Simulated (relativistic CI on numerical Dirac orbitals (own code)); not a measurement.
## Spin-allowed bands of a d8 ion in an octahedral site, by hand

Problem. A d8 ion in an octahedral site has a 3A2 ground term and spin-allowed bands at ν1 = 6550 and ν2 = 11091 cm⁻¹ (from a computed ligand-field model). Find Δ and the Racah parameter B, and predict the third band.

Working.
1. The F term splits into A2 (−1.2Δ), T2 (−0.2Δ) and T1 (+0.6Δ), so ν1 = E(T2) − E(A2) = Δ = 6550 cm⁻¹.
2. T1(F) mixes with T1(P), which lies at 15B, through an element 0.4Δ. The two roots, counted from A2, are ν2,3 = ½(15B + 3Δ) ∓ ½√[(15B − Δ)² + 12BΔ].
3. Solving the lower root for B gives B = (2ν1² + ν2² − 3ν1ν2)/(15ν2 − 27ν1) = -9122869/-10485 = 870 cm⁻¹.
4. The sum of the roots is 15B + 3Δ, so ν3 = 15B + 3ν1 − ν2 = 21610 cm⁻¹ (463 nm).

Check. The bands were computed by exact diagonalisation of the d8 shell with B = 870 and Δ = 6550 cm⁻¹, which gives ν3 = 21609 cm⁻¹. C does not enter the terms of highest spin.
